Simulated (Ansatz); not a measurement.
CH11NOSi3, SMILES N[SiH2]OC([SiH3])[SiH3].

The structure is a stationary point at PBE0-D3(BJ)/def2-SVP. This is a generated structure with no PubChem entry under its InChIKey; it may be hypothetical. Other conformers were not sampled.

Two levels are set side by side: PBE/def2-SVPD (Ansatz, an electronic-structure program) and CAM-B3LYP/def2-SVPD (Ansatz). Energy differences of separate SCF runs at the same geometry; the states with an electron removed or added have multiplicity 2 and 2. Differences are taken from unrounded values.

```tsv
quantity	CAM-B3LYP
vertical ionisation energy (eV)	9.23
vertical singlet–triplet gap (eV)	6.40
```

Task: What does PBE give, and how far is it from CAM-B3LYP? (Estimate from the structure and the level; the computed values follow.)

Result: 
```csv
quantity,PBE,PBE minus CAM-B3LYP
vertical ionisation energy (eV),8.68,-0.55
vertical singlet–triplet gap (eV),5.53,-0.87
```
